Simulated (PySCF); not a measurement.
**Molecular orbitals of WO**

PBE0 at R = 1.651 Å; W cc-pVDZ-PP with ECP60, O cc-pVDZ; scalar-relativistic core potentials (PySCF 2.14). State: ³Σ⁻ (triplet), unpaired electrons δ ↑↑. Only the outer orbitals are listed, counted within each symmetry, core potentials removing the inner ones.

| spin | orbital | occ. | ε (eV) | on W (%) | main shells (%) |
| --- | --- | --- | --- | --- | --- |
| α | 4σ | 1 | -26.60 | 17 | 82 O s |
| α | 5σ | 1 | -11.96 | 30 | 63 O p, 26 W d |
| α | 2π | 1 | -11.47 | 31 | 68 O p, 29 W d |
| α | 2π | 1 | -11.47 | 31 | 68 O p, 29 W d |
| α | 1δ | 1 | -7.11 | 100 | 100 W d |
| α | 1δ | 1 | -7.11 | 100 | 100 W d |
| α | 6σ | 1 | -6.99 | 97 | 77 W s, 18 W d |
| α | 3π | 0 | -2.76 | 84 | 57 W d, 26 W p, 16 O p |
| α | 3π | 0 | -2.76 | 84 | 57 W d, 26 W p, 16 O p |
| α | 7σ | 0 | -1.71 | 88 | 46 W p, 32 W d, 12 O p |
| β | 1π | 1 | -45.00 | 100 | 100 W p |
| β | 1π | 1 | -45.00 | 100 | 100 W p |
| β | 4σ | 1 | -26.90 | 16 | 83 O s |
| β | 5σ | 1 | -11.92 | 27 | 67 O p, 21 W d |
| β | 2π | 1 | -11.57 | 23 | 77 O p, 21 W d |
| β | 2π | 1 | -11.57 | 23 | 77 O p, 21 W d |
| β | 6σ | 1 | -5.72 | 100 | 84 W s, 8 W d |
| β | 1δ | 0 | -2.28 | 100 | 100 W d |
| β | 1δ | 0 | -2.28 | 100 | 100 W d |
| β | 3π | 0 | -2.15 | 90 | 60 W d, 30 W p, 10 O p |

Question: Which are the highest filled and the lowest empty level, where do they sit, and how wide is the gap?

Answer: Highest filled β 6σ at -5.72 eV (in %: 84 W s, 8 W d); lowest empty α 3π at -2.76 eV (in %: 57 W d, 26 W p, 16 O p); the gap at PBE0 is 2.96 eV.

```
bond order (Mayer)                             : 2.65
⟨S²⟩                                           : 2.084
charge on W (Mulliken, basis-dependent)        : 0.13
charge on W (Löwdin, basis-dependent)          : 0.18
dipole moment (positive dipole means W(−)O(+)) : -2.03 D
polarisability along the bond                  : 67.6 bohr³
polarisability across the bond                 : 73.6 bohr³
```

Spin–orbit coupling is left out. With d or f electrons several states lie close, and the lowest PBE0 determinant need not be the measured ground state.
